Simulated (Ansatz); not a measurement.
WO2(NH2)2 (WN2O2H4). Total charge 0; singlet. Geometry PBE-D4/def2-SVP, basis def2-TZVP, Ansatz.

```xyz
9

N     1.0978    0.3738   -1.2239
N    -0.4406    0.0618    1.6264
O    -0.4914   -2.0430   -0.4919
O    -1.8752    0.4746   -0.9570
W    -0.4833   -0.3203   -0.2959
H     1.1588    1.2993   -1.6584
H     1.9503   -0.1665   -1.3980
H    -0.0512   -0.5652    2.3365
H    -0.8652    0.8857    2.0623
```

```
run  HOMO (eV)  LUMO (eV)
  A      -6.74      -2.14
  B     -10.57       0.91
  C     -11.27       2.11
  D      -6.41      -2.24
  E      -8.05      -1.34
  F      -7.82      -1.41
```

In the def2 sets W takes a core potential; there is no spin–orbit coupling. LC-ωPBE has ω = 0.4 bohr⁻¹.

**Question.** The runs used HF, LC-ωPBE, PBE, PBE0, r2SCAN, r2SCAN0. Estimate which is which.

**Answer.** A r2SCAN (0 % exact exchange); B LC-ωPBE (range-separated); C HF (100 % exact exchange); D PBE (0 % exact exchange); E r2SCAN0 (25 % exact exchange); F PBE0 (25 % exact exchange). Exact exchange lowers occupied and raises empty levels; among semilocal functionals meta-GGAs tend to open the gap a little, and such runs are hard to tell apart. The gap grows from 4.17 eV (PBE) to 13.39 eV (HF).
